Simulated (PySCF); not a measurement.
dimethylamine (C$_{2}$H$_{7}$N), singlet, at a GFN2-xTB geometry, atoms displaced at random by about 0.08 Å a coordinate; PBE/6-31G, gradient (PySCF).

Here is a job for PySCF.
```python
from pyscf import gto, scf, dft

mol = gto.M(
    atom='''
C    -0.143884   -0.078874    1.232092
N     0.079484    0.616386   -0.002750
C     0.033635   -0.354503   -1.326994
H     0.782208   -0.963814    1.172093
H    -0.080555    0.438813    2.247159
H    -0.940496   -0.788493    1.167262
H     0.823943    1.055063   -0.091566
H     0.718215   -0.880585   -1.311175
H    -0.000182    0.318878   -1.979458
H    -1.018921   -0.801497   -1.332945
''',
    basis='6-31g',
    charge=0,
    spin=0,
    verbose=4,
)

mf = dft.RKS(mol)
mf.xc = 'pbe'
mf.grids.level = 0
mf.kernel()
g = mf.nuc_grad_method()
g.grid_response = True
grad = g.kernel()
```

**Question.** Write the output that PySCF gives for this input, abridged.

**Answer.** 
```
PySCF version 2.14.0

[INPUT] verbose = 4
[INPUT] num. atoms = 10
[INPUT] num. electrons = 26
[INPUT] charge = 0
[INPUT] spin (= nelec alpha-beta = 2S) = 0
[INPUT] symmetry False subgroup None
[INPUT] Mole.unit = angstrom
[INPUT] Symbol           X                Y                Z      unit          X                Y                Z       unit  Magmom
[INPUT]  1 C     -0.143884000000  -0.078874000000   1.232092000000 AA   -0.271901353707  -0.149050258349   2.328316440268 Bohr   0.0
[INPUT]  2 N      0.079484000000   0.616386000000  -0.002750000000 AA    0.150202991285   1.164800727016  -0.005196746843 Bohr   0.0
[INPUT]  3 C      0.033635000000  -0.354503000000  -1.326994000000 AA    0.063560938200  -0.669913580337  -2.507655228941 Bohr   0.0
[INPUT]  4 H      0.782208000000  -0.963814000000   1.172093000000 AA    1.478158892444  -1.821344495022   2.214934762520 Bohr   0.0
[INPUT]  5 H     -0.080555000000   0.438813000000   2.247159000000 AA   -0.152226887964   0.829236389899   4.246515068352 Bohr   0.0
[INPUT]  6 H     -0.940496000000  -0.788493000000   1.167262000000 AA   -1.777279861249  -1.490035821137   2.205805495612 Bohr   0.0
[INPUT]  7 H      0.823943000000   1.055063000000  -0.091566000000 AA    1.557026612253   1.993780114162  -0.173034662322 Bohr   0.0
[INPUT]  8 H      0.718215000000  -0.880585000000  -1.311175000000 AA    1.357229648554  -1.664064479400  -2.477761651377 Bohr   0.0
[INPUT]  9 H     -0.000182000000   0.318878000000  -1.979458000000 AA   -0.000343930155   0.602592087149  -3.740633495079 Bohr   0.0
[INPUT] 10 H     -1.018921000000  -0.801497000000  -1.332945000000 AA   -1.925481632568  -1.514609819661  -2.518900989108 Bohr   0.0

nuclear repulsion = 83.3921219506153
number of shells = 29
number of NR pGTOs = 94
number of NR cGTOs = 41
basis = 6-31g
ecp = {}

******** <class 'pyscf.dft.rks.RKS'> ********
method = RKS
initial guess = minao
damping factor = 0
level_shift factor = 0
DIIS = <class 'pyscf.scf.diis.CDIIS'>
diis_start_cycle = 1
diis_space = 8
diis_damp = 0
SCF conv_tol = 1e-09
SCF conv_tol_grad = None
SCF max_cycles = 50
direct_scf = True
direct_scf_tol = 1e-13
XC library pyscf.dft.libxc version 7.1.2
    S. Lehtola, C. Steigemann, M. J. T. Oliveira, and M. A. L. Marques,  SoftwareX 7, 1–5 (2018)
XC functionals = pbe
    J. P. Perdew, K. Burke, and M. Ernzerhof,  Phys. Rev. Lett. 77, 3865 (1996)
    J. P. Perdew, K. Burke, and M. Ernzerhof,  Phys. Rev. Lett. 78, 1396 (1997)
    J. P. Perdew, K. Burke, and M. Ernzerhof,  Phys. Rev. Lett. 77, 3865 (1996)
    J. P. Perdew, K. Burke, and M. Ernzerhof,  Phys. Rev. Lett. 78, 1396 (1997)
radial grids:
    Treutler-Ahlrichs [JCP 102, 346 (1995); DOI:10.1063/1.469408] (M4) radial grids

becke partition: Becke, JCP 88, 2547 (1988); DOI:10.1063/1.454033
pruning grids: <function nwchem_prune>
grids dens level: 0
symmetrized grids: False
atomic radii adjust function: <function treutler_atomic_radii_adjust>
small_rho_cutoff = 0
Set gradient conv threshold to 3.16228e-05
Initial guess from minao.
tot grids = 7576
init E= -134.944373069094
  HOMO = -0.260241562067852  LUMO = -0.0286719070284907  gap/eV = 6.30133
cycle= 1 E= -134.75086459855  delta_E= 0.194  |g|= 0.472  |ddm|= 2.66
  HOMO = -0.0462859225695929  LUMO = 0.0907123893706419  gap/eV = 3.72791
cycle= 2 E= -134.678049336378  delta_E= 0.0728  |g|= 0.706  |ddm|= 1.55
  HOMO = -0.150691589600185  LUMO = 0.0486327706452285  gap/eV = 5.42389
cycle= 3 E= -134.812202787298  delta_E= -0.134  |g|=  0.1  |ddm|= 1.02
  HOMO = -0.141564335263221  LUMO = 0.0472690222627077  gap/eV = 5.13842
cycle= 4 E= -134.814558584292  delta_E= -0.00236  |g|= 0.0291  |ddm|= 0.122
  HOMO = -0.14340417548627  LUMO = 0.0474861422119617  gap/eV = 5.19439
cycle= 5 E= -134.81476644152  delta_E= -0.000208  |g|= 0.00307  |ddm|= 0.0324
  HOMO = -0.143431349513942  LUMO = 0.0474986356917022  gap/eV = 5.19547
cycle= 6 E= -134.814769819967  delta_E= -3.38e-06  |g|= 0.0014  |ddm|= 0.00726
  HOMO = -0.143473244939067  LUMO = 0.0474865844528725  gap/eV = 5.19628
cycle= 7 E= -134.814770359944  delta_E= -5.4e-07  |g|= 0.000298  |ddm|= 0.00164
  HOMO = -0.143478283222936  LUMO = 0.0474686664722634  gap/eV = 5.19593
cycle= 8 E= -134.814770384724  delta_E= -2.48e-08  |g|= 3.18e-05  |ddm|= 0.000435
  HOMO = -0.143480124458857  LUMO = 0.0474684588468861  gap/eV = 5.19598
cycle= 9 E= -134.814770385143  delta_E= -4.19e-10  |g|= 4.1e-06  |ddm|= 7.11e-05
  HOMO = -0.143482160124624  LUMO = 0.0474674647174758  gap/eV = 5.19600
Extra cycle  E= -134.814770385139  delta_E= 3.89e-12  |g|= 6.28e-06  |ddm|= 1.52e-05
converged SCF energy = -134.814770385139

******** <class 'pyscf.grad.rks.Gradients'> for <class 'pyscf.dft.rks.RKS'> ********
unit = Eh/Bohr
grid_response = True
--------------- RKS gradients ---------------
         x                y                z
0 C    -0.0864441989     0.0542305073     0.0011682370
1 N     0.2070725877     0.1182905333     0.0221142697
2 C     0.2771854876    -0.1217950563    -0.1554799523
3 H     0.0316304719    -0.0295172785    -0.0272596177
4 H     0.0024711261     0.0029507515     0.0295229895
5 H     0.0311590700    -0.0002081434    -0.0015329959
6 H    -0.1868438533    -0.1152759510     0.0111638270
7 H    -0.2434771105     0.2014587071    -0.0021944523
8 H    -0.0028689512    -0.1111646573     0.1264199886
9 H    -0.0298846293     0.0010305874    -0.0039222937
----------------------------------------------
```
